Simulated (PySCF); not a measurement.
- geometry from GFN2-xTB
- NMR shieldings at PBE0/pcSseg-1/GIAO
- program: PySCF
- averaged over atoms made equivalent by symmetry, fast rotation or ring inversion, one computed conformer, no relativistic terms, gas phase

δ = σ(ref) − σ, references computed at the same level: 1H (σ = 31.72 ppm) and 13C (σ = 186.93 ppm) vs TMS. Shifts are as computed. Against solution values, carbons near 30 ppm lie about +3 ppm off and those near 130 ppm about +5 ppm. Of 1211 compounds with measured shifts, 218 miss one by over three times the rms of a fit or turn the order of signals round; such compounds aren't used in these exercises.

Problem. Order these molecules by the shift of their most shielded carbon, lowest δ first.
A. C=CC/C(=C/CC)C(=C)C
B. C1C[C@@H]2C[C@H](C1)[C@H]2C1CC1
C. C1C[C@@H]2[C@@H]3CC[C@@H](C3)[C@@H]2C1
D. C#C[C@@H]1C(=O)[SiH2][C@@H]1[SiH2]C

Solution. D (-7.6 ppm, methyl carbon bonded to Si), B (5.6 ppm, three-membered-ring carbon), A (17.9 ppm, methyl carbon), C (25.5 ppm, sp3 CH2 in a ring).

Problem. Order these molecules by the shift of their most deshielded carbon, lowest δ first.
A. C=CC/C(=C/CC)C(=C)C
B. C#C[C@@H]1C(=O)[SiH2][C@@H]1[SiH2]C
C. C1C[C@@H]2[C@@H]3CC[C@@H](C3)[C@@H]2C1
D. C=C[C@@H]1C[C@@H]2CCC[C@H]1C2
E. C1C[C@@H]2C[C@H](C1)[C@H]2C1CC1

Solution. C (48.6 ppm, sp3 CH in a ring), E (61.7 ppm, sp3 CH in a ring), D (148.9 ppm, alkene CH), A (158.8 ppm, fully substituted alkene carbon), B (239.3 ppm, carbonyl carbon).

Problem. How many 13C and 1H signals does each give (equivalence by symmetry and fast rotation, but not about amide C–N or C=N bonds)? `C=C[C@@H]1C[C@@H]2CCC[C@H]1C2`, `C1C[C@@H]2C[C@H](C1)[C@H]2C1CC1`, `C#C[C@@H]1C(=O)[SiH2][C@@H]1[SiH2]C`, `C=CC/C(=C/CC)C(=C)C`, `C1C[C@@H]2[C@@H]3CC[C@@H](C3)[C@@H]2C1`

Solution. C=C[C@@H]1C[C@@H]2CCC[C@H]1C2: 10 C, 16 H; C1C[C@@H]2C[C@H](C1)[C@H]2C1CC1: 7 C, 11 H; C#C[C@@H]1C(=O)[SiH2][C@@H]1[SiH2]C: 6 C, 8 H; C=CC/C(=C/CC)C(=C)C: 10 C, 10 H; C1C[C@@H]2[C@@H]3CC[C@@H](C3)[C@@H]2C1: 6 C, 10 H.
